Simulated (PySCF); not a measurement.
# What a mistake does to a calculation on CCl2H3Si

These are calculations, not measurements. The program is PySCF 2.14.0, an open-source quantum chemistry code, run on an isolated molecule that a program drew, which may never have been made. The molecule is CCl2H3Si (charge 0, doublet), drawn as the SMILES string `C[Si](Cl)Cl`.

Each row is a Hartree-Fock (HF) and frozen-core CCSD(T) single point in the cc-pV(D+d)Z basis, meant for a local HF minimum. Run 1 is clean. Each other run has one planted mistake out of seven kinds, and not every kind appears here: one electron removed, one electron added, multiplicity raised by two, geometry at a saddle point, minimal basis STO-3G, one bond length entered in bohr, all coordinates scaled. The reference is restricted for singlets and unrestricted otherwise, and also for a bond in bohr. Adding or removing an electron swaps singlet and doublet. Electrons count all cores. HOMO and LUMO are orbital energies over both spins, the gradient is its largest component, and the lowest frequency (negative if imaginary) is given only where the gradient is small. Bond lengths are over the 6 bonds as drawn. T1 is the CCSD diagnostic: over 0.02 (restricted) or 0.045 (unrestricted) a single reference is doubtful.

Geometry of the clean run:
```xyz
7
CCl2H3Si, angstrom
C     1.4493   -1.6847    0.1700
Si    1.6295    0.0245    0.9011
Cl    0.3258    0.2321    2.4967
Cl    3.5662    0.2784    1.5892
H     1.6729   -2.4376    0.9303
H     2.1405   -1.8115   -0.6658
H     0.4284   -1.8361   -0.1867
```

```
run,electrons,basis functions,<S^2>,HOMO (eV),LUMO (eV),gradient (hartree/bohr),lowest frequency (cm^-1),mean bond (Å),longest bond (Å),T1,HF (hartree),CCSD(T) (hartree),mistake
1,57,98,0.754,-9.49,1.08,1.2e-05,167,1.5478,2.071,0.0114,-1247.64488,-1248.20216,no fault
2,57,98,1.694,-7.86,-0.85,7.9e-03,-,1.8549,3.913,0.0508,-1247.50941,-1248.04632,one bond length entered in bohr
3,58,98,0.000,-1.00,9.35,9.1e-02,-,1.5478,2.071,0.0090,-1247.64177,-1248.22478,one electron added
4,56,98,0.000,-18.12,-7.35,8.8e-02,-,1.5478,2.071,0.0174,-1247.33310,-1247.90001,one electron removed
5,57,35,0.752,-7.87,3.62,1.8e-02,-,1.5478,2.071,0.0076,-1234.00736,-1234.12266,?
```

**Which mistake was planted in run 5, and what did it cost?**

It has 35 basis functions where the clean run has 98, with the same electrons and geometry. So the mistake is: minimal basis STO-3G. Subtracting run 1 and multiplying by 627.51 kcal/mol a hartree, the energy moved by 8557.7 kcal/mol in HF and 8835.0 kcal/mol in CCSD(T).

Cautions from the logs. Run 2: T1 is over the limit, so its CCSD(T) energy is less reliable.
